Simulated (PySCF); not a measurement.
Compound: C6H8FN.
Geometry (PBE0-D3(BJ)/def2-SVP, Å), atoms numbered from 1 in this order:
```
atom  x, y, z in Å
N1     2.9096   -0.7850    1.0863
C2     1.9209   -1.7030    0.5484
C3     0.6289   -1.1026    0.1934
C4    -0.4142   -0.5417   -0.0727
C5    -1.6556    0.1136   -0.3772
C6    -1.7045    1.2231   -1.4195
C7    -1.8543    1.5533    0.0167
F8    -0.8333    2.1862    0.6325
H9     3.0829   -0.0412    0.4122
H10    2.5275   -0.3219    1.9094
H11    1.7506   -2.5098    1.2818
H12    2.3466   -2.2021   -0.3389
H13   -2.5453   -0.5217   -0.3016
H14   -0.7476    1.4909   -1.8735
H15   -2.5741    1.2850   -2.0780
H16   -2.8275    1.8543    0.4182
```

The closed-shell ground state was solved at several levels (PySCF, density fitting, gas phase, non-relativistic).

```
        level  basis functions  total energy (Eh)  HOMO (eV)  LUMO (eV)  gap (eV)  dipole (D)
 KT3/pcSseg-1              176          -393.7017      -5.60      -0.29      5.31        2.11
  B3LYP/pcJ-1              296          -387.9554      -6.62       0.42      7.04        2.41
PBE0/pcSseg-1              176          -387.4566      -6.89       0.67      7.56        2.40
```

(1) Estimate the row for CAM-B3LYP/def2-SVPD, a basis of 227 functions; the other rows only guide the guess.

(2) Over all these levels, which gives the widest orbital gap and which the narrowest?

(3) How far do the dipole and the HOMO energy spread over the levels?

Answers

(1) Total energy -387.4937 Eh, HOMO -8.32 eV, LUMO 1.23 eV, gap 9.55 eV, dipole 2.57 D.

(2) CAM-B3LYP/def2-SVPD (range-separated hybrid) has the widest, 9.55 eV, and KT3/pcSseg-1 (GGA) the narrowest, 5.31 eV. Functional and basis both differ between the two, so the spread mixes both effects.

(3) The dipole runs from 2.11 to 2.57 D (mean 2.37 D) and the HOMO from -8.32 to -5.60 eV.

One conformer stands for the species.
